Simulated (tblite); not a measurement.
Species: C6H15NSSi.
SMILES with atom numbers: `[CH2:1]=[CH:2][C@@:3]([CH3:4])([NH2:5])[CH2:6][SiH2:7][S:8][CH3:9]` (hydrogens: H10, H11 on C1; H12 on C2; H13, H14, H15 on C4; H16, H17 on N5; H18, H19 on C6; H20, H21 on Si7; H22, H23, H24 on C9)

Computed with GFN2-xTB (tblite), gas phase: L-BFGS steps from a force-field or distance-geometry start until the largest atomic force falls under 0.01 eV/Å.

Step 13: E = -772.0129 eV
```
atom  x, y, z in Å  |  force x, y, z in eV/Å
C1     -2.2091    1.4089    1.2894   -0.037   0.000  -0.025
C2     -1.8565    0.9912    0.0892    0.083  -0.069  -0.009
C3     -1.4411   -0.4013   -0.3137    0.050   0.006  -0.040
C4     -1.5040   -1.4122    0.8360    0.057   0.038   0.099
N5     -2.3587   -0.7685   -1.3998    0.001   0.001   0.055
C6     -0.0394   -0.3593   -0.9447   -0.008  -0.028  -0.019
Si7     1.3707    0.2524    0.1620    0.014  -0.042  -0.146
S8      3.1672   -0.0221   -0.9997   -0.016   0.038   0.068
C9      4.4358    0.6322    0.1327   -0.012   0.038   0.019
H10    -2.5355    2.4238    1.4498    0.058  -0.021   0.030
H11    -2.2066    0.7700    2.1560    0.002   0.019  -0.003
H12    -1.8886    1.6654   -0.7555   -0.016   0.033   0.015
H13    -1.1790   -2.3929    0.4876   -0.048   0.044   0.002
H14    -0.8610   -1.1171    1.6628   -0.025   0.012  -0.072
H15    -2.5270   -1.4900    1.2057    0.044  -0.044  -0.021
H16    -3.3104   -0.8047   -1.0485    0.007  -0.024  -0.059
H17    -2.1168   -1.6846   -1.7634   -0.050   0.002   0.001
H18     0.1977   -1.3654   -1.3147   -0.001   0.150   0.037
H19    -0.1167    0.2846   -1.8276    0.092  -0.090   0.059
H20     1.5778   -0.5307    1.3774   -0.015  -0.038   0.089
H21     1.2968    1.6696    0.4992   -0.051   0.066   0.032
H22     4.2550    1.6841    0.3417   -0.075  -0.077  -0.038
H23     5.3828    0.5236   -0.3845    0.022  -0.010   0.001
H24     4.4551    0.0628    1.0585   -0.077  -0.004  -0.074
```

Step 14: E = -772.0162 eV
```
atom  x, y, z in Å  |  force x, y, z in eV/Å
C1     -2.2062    1.4075    1.2858   -0.026  -0.011   0.019
C2     -1.8508    0.9889    0.0871    0.033  -0.016  -0.006
C3     -1.4404   -0.4043   -0.3170    0.032   0.014   0.015
C4     -1.5004   -1.4118    0.8386    0.035   0.027   0.056
N5     -2.3577   -0.7658   -1.4052    0.023  -0.020   0.092
C6     -0.0392   -0.3613   -0.9440    0.007  -0.016  -0.014
Si7     1.3671    0.2522    0.1624    0.020  -0.013  -0.051
S8      3.1589   -0.0224   -0.9998    0.014   0.033   0.036
C9      4.4274    0.6311    0.1319    0.006   0.025   0.007
H10    -2.5311    2.4217    1.4535    0.065  -0.023  -0.003
H11    -2.2025    0.7669    2.1502   -0.007  -0.001   0.032
H12    -1.8840    1.6672   -0.7537   -0.002   0.021  -0.022
H13    -1.1754   -2.3955    0.4988   -0.039   0.052  -0.027
H14    -0.8546   -1.1106    1.6605   -0.024   0.021  -0.063
H15    -2.5212   -1.4924    1.2138    0.039  -0.021  -0.032
H16    -3.3103   -0.7967   -1.0562    0.006  -0.034  -0.060
H17    -2.1179   -1.6822   -1.7697   -0.062   0.002   0.001
H18     0.2011   -1.3635   -1.3150    0.009   0.070   0.022
H19    -0.1129    0.2816   -1.8258    0.076  -0.048   0.015
H20     1.5798   -0.5257    1.3824   -0.024  -0.031   0.059
H21     1.2923    1.6694    0.5059   -0.051   0.045   0.015
H22     4.2465    1.6825    0.3409   -0.073  -0.065  -0.035
H23     5.3740    0.5218   -0.3867    0.014  -0.006   0.015
H24     4.4460    0.0613    1.0573   -0.071  -0.003  -0.071
```

Step 15: E = -772.0181 eV
```
atom  x, y, z in Å  |  force x, y, z in eV/Å
C1     -2.2053    1.4062    1.2839   -0.006  -0.023   0.036
C2     -1.8472    0.9876    0.0860   -0.005   0.028   0.001
C3     -1.4394   -0.4057   -0.3182    0.013   0.016   0.044
C4     -1.4982   -1.4110    0.8405    0.009   0.016   0.002
N5     -2.3568   -0.7649   -1.4063    0.027  -0.027   0.079
C6     -0.0390   -0.3623   -0.9435    0.022   0.004   0.005
Si7     1.3658    0.2519    0.1617    0.018   0.014   0.041
S8      3.1552   -0.0219   -0.9992    0.026   0.018  -0.006
C9      4.4235    0.6309    0.1313    0.011   0.003  -0.012
H10    -2.5277    2.4204    1.4554    0.060  -0.014  -0.020
H11    -2.2006    0.7656    2.1478   -0.011  -0.014   0.044
H12    -1.8819    1.6684   -0.7529    0.009   0.006  -0.031
H13    -1.1745   -2.3957    0.5037   -0.020   0.040  -0.042
H14    -0.8517   -1.1069    1.6587   -0.001   0.031  -0.025
H15    -2.5177   -1.4942    1.2171    0.021  -0.002  -0.027
H16    -3.3103   -0.7935   -1.0610   -0.003  -0.029  -0.043
H17    -2.1196   -1.6810   -1.7726   -0.052  -0.006   0.001
H18     0.2030   -1.3613   -1.3148    0.021  -0.011   0.004
H19    -0.1094    0.2791   -1.8247    0.057  -0.009  -0.023
H20     1.5801   -0.5238    1.3859   -0.031  -0.013   0.021
H21     1.2889    1.6700    0.5094   -0.048   0.013   0.001
H22     4.2408    1.6808    0.3399   -0.067  -0.028  -0.025
H23     5.3702    0.5208   -0.3874    0.011   0.000   0.022
H24     4.4400    0.0603    1.0554   -0.061  -0.012  -0.046
```

Q: Estimate the geometry and energy of step 16. (The exact step hangs on the optimiser's Hessian estimate; all steps are aligned on step 15, rigid shifts and turns removed.)

A: E = -772.0195 eV, largest force 0.099 eV/Å
```
atom  x, y, z in Å  |  force x, y, z in eV/Å
C1     -2.2049    1.4050    1.2833    0.013  -0.027   0.035
C2     -1.8450    0.9873    0.0855   -0.025   0.046   0.008
C3     -1.4384   -0.4062   -0.3182    0.000   0.015   0.044
C4     -1.4966   -1.4102    0.8416   -0.007   0.008  -0.035
N5     -2.3557   -0.7650   -1.4053    0.017  -0.026   0.038
C6     -0.0385   -0.3628   -0.9431    0.033   0.017   0.020
Si7     1.3655    0.2519    0.1617    0.013   0.029   0.094
S8      3.1536   -0.0212   -0.9988    0.019   0.003  -0.041
C9      4.4215    0.6308    0.1307    0.007  -0.014  -0.026
H10    -2.5244    2.4194    1.4563    0.050  -0.002  -0.023
H11    -2.1998    0.7647    2.1474   -0.014  -0.019   0.043
H12    -1.8807    1.6695   -0.7529    0.016  -0.008  -0.023
H13    -1.1746   -2.3950    0.5057    0.000   0.024  -0.050
H14    -0.8500   -1.1041    1.6570    0.023   0.035   0.014
H15    -2.5152   -1.4955    1.2185    0.000   0.013  -0.018
H16    -3.3105   -0.7924   -1.0647   -0.013  -0.018  -0.019
H17    -2.1218   -1.6805   -1.7742   -0.031  -0.015   0.004
H18     0.2047   -1.3598   -1.3146    0.026  -0.061  -0.004
H19    -0.1057    0.2773   -1.8244    0.040   0.016  -0.041
H20     1.5795   -0.5231    1.3885   -0.033   0.001  -0.006
H21     1.2858    1.6708    0.5115   -0.044  -0.011  -0.008
H22     4.2359    1.6791    0.3386   -0.056   0.008  -0.014
H23     5.3684    0.5202   -0.3873    0.013   0.006   0.024
H24     4.4351    0.0594    1.0532   -0.049  -0.022  -0.016
```

The energy changes by -0.0014 eV. The first-order estimate −F·Δx gives -0.0019 eV and the mean of the old and new forces, exact on a quadratic surface, -0.0014 eV. The step makes an angle of 56° with the force vector and moves no atom by more than 0.005 Å.

The cost below is that of the whole relaxation. Hardware: an Arm Neoverse V1 with one thread, on a shared host. Cost: 1.3 s wall.
